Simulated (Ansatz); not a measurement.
Reaction (isomerisation): `[SiH3][SiH]1O[CH2][AlH]1` → `[OH][Al]1[CH2][SiH2][SiH2]1`

Computed with Ansatz on PBE0-D4/def2-TZVP structures; ΔE is electronic, products minus reactants. CCSD(T)/CBS adds triple-zeta CCSD(T) − MP2 to the extrapolated MP2 energy (def2 sets, frozen cores). Functionals use def2-TZVPP. Each species was taken in one conformer, which may not be the lowest.

```tsv
level	ΔE (kJ/mol)
B2PLYP	-206.1
CCSD/CBS(def2)	-212.4
```

Q: What does CCSD(T)/CBS give? (Best estimate.)

A: The calculation gave: -214.4 kJ/mol. The listed levels differ from it by 8.3, 2.0 kJ/mol.

Largest T1 diagnostic among the species: 0.014.

From PBE to PBE0 (25 % exact exchange), in def2-TZVPP and without D4, ΔE moves by −5.9 kJ/mol. In def2-TZVPP, CCSD(T) changes the Hartree–Fock value by −21.4 kJ/mol (the triples alone add −1.9 kJ/mol) and MP2 by −32.6 kJ/mol.
